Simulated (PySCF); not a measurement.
SMILES N([CH2])(C)C, doublet, PBE0/def2-SVP optimised geometry.

```
12

C      0.68     0.95     0.00
N      0.06    -0.09    -0.66
C      0.72    -1.37    -0.66
C     -1.37    -0.13    -0.66
H      0.16     1.91     0.00
H      1.77     0.95     0.00
H      0.60    -1.91     0.30
H      1.79    -1.24    -0.85
H      0.31    -2.01    -1.46
H     -1.78     0.88    -0.85
H     -1.74    -0.79    -1.46
H     -1.79    -0.49     0.30
```

Density from unrestricted PBE0/def2-TZVP (PySCF) at that geometry.

Minimum of the electron density along straight lines between bonded atoms, close to the bond critical point (lines longer than 1.1 times the sum of covalent radii, or with two minima, are not listed):

```tsv
bond	length / Å	ρ at the minimum / e bohr⁻³	∇²ρ there / e bohr⁻⁵	position (fraction from the first atom)
C1–N2	1.380	0.305	-0.85	0.36
N2–C3	1.438	0.278	-0.77	0.61
N2–C4	1.438	0.278	-0.77	0.61
C1–H5	1.092	0.277	-0.95	0.65
C1–H6	1.092	0.277	-0.95	0.65
C3–H7	1.110	0.269	-0.90	0.64
C3–H8	1.100	0.276	-0.95	0.64
C3–H9	1.101	0.276	-0.94	0.64
C4–H10	1.100	0.276	-0.95	0.64
C4–H11	1.101	0.276	-0.94	0.64
C4–H12	1.110	0.269	-0.90	0.64
```
